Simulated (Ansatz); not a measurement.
C2H3BFNO can be A, `FC/N=C1/BO1`, or B, `NC1=C(O)B1F`.

Computed with Ansatz on PBE0-D4/def2-TZVP structures; ΔE is electronic, products minus reactants. CCSD(T)/CBS is the MP2 limit (def2-TZVPP, def2-QZVPP) plus CCSD(T) − MP2 in def2-TZVPP, frozen cores. Functionals use def2-TZVPP. B3LYP here is the variant with VWN-RPA as its local correlation; programs differ in this. Each species was taken in one conformer, which may not be the lowest.

Question: Which is lower in electronic energy at CCSD(T)/CBS, and by how much? (An estimate is asked.)

Answer: Ansatz gave: B, by 142.4 kJ/mol.

Question: Give E(B) − E(A) in kJ/mol with B2PLYP, PBE0-D4, MP2/def2-TZVPP, CCSD/def2-TZVPP, PBE-D4, CCSD(T)/def2-TZVPP, B3LYP-D4. (An estimate is asked.)

Answer: Ansatz gave: B2PLYP -136.7, PBE0-D4 -156.9, MP2/def2-TZVPP -143.3, CCSD/def2-TZVPP -142.0, PBE-D4 -139.3, CCSD(T)/def2-TZVPP -134.5, B3LYP-D4 -138.8. None reverses the order clearly.

Largest T1 diagnostic: 0.016.

In def2-TZVPP, CCSD(T) changes the Hartree–Fock value by +23.9 kJ/mol (the triples alone add +7.5 kJ/mol) and MP2 by +15.1 kJ/mol. From PBE to PBE0 (25 % exact exchange), in def2-TZVPP and without D4, E(B) − E(A) moves by −17.5 kJ/mol.
